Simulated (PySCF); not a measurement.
SiGe⁺: frontier orbitals

r²SCAN at R = 2.348 Å; PySCF, no relativity, basis sets Si def2-TZVPPD, Ge def2-TZVPPD. State: ⁴Σ⁻ (quartet), unpaired electrons σ ↑, π ↑↑. Only the outer orbitals are listed, counted within each symmetry.

| spin | orbital | occ. | ε (eV) | on Si (%) | main shells (%) |
| --- | --- | --- | --- | --- | --- |
| α | 10σ | 1 | -20.90 | 41 | 53 Ge s, 35 Si s |
| α | 11σ | 1 | -16.89 | 56 | 55 Si s, 41 Ge s |
| α | 12σ | 1 | -12.43 | 53 | 47 Si p, 42 Ge p |
| α | 5π | 1 | -12.11 | 50 | 48 Si p, 47 Ge p |
| α | 5π | 1 | -12.11 | 50 | 48 Si p, 47 Ge p |
| α | 6π | 0 | -9.14 | 49 | 51 Ge p, 48 Si p |
| α | 6π | 0 | -9.14 | 49 | 51 Ge p, 48 Si p |
| α | 13σ | 0 | -5.62 | 55 | 32 Si p, 30 Ge p, 19 Si d |
| β | 10σ | 1 | -18.91 | 38 | 58 Ge s, 33 Si s |
| β | 11σ | 1 | -15.08 | 58 | 58 Si s, 37 Ge s |
| β | 12σ | 0 | -10.37 | 53 | 44 Si p, 44 Ge p |
| β | 5π | 0 | -9.98 | 48 | 50 Ge p, 46 Si p |
| β | 5π | 0 | -9.98 | 48 | 50 Ge p, 46 Si p |

Q: Which are the highest filled and the lowest empty level, where do they sit, and how wide is the gap?

A: Highest filled α 5π at -12.11 eV (in %: 48 Si p, 47 Ge p); lowest empty β 12σ at -10.37 eV (in %: 44 Si p, 44 Ge p); the gap at r²SCAN is 1.74 eV.

- bond order (Mayer): 1.66
- ⟨S²⟩: 3.752
- charge on Si (Mulliken, basis-dependent): 0.54
- charge on Si (Löwdin, basis-dependent): 0.43
- dipole moment (positive dipole points towards Ge; it is taken about the centre of mass and depends on that origin): -2.34 D

Spin–orbit coupling is left out. The state is the lowest determinant that a PBE0 search found; another state may lie lower at other levels.
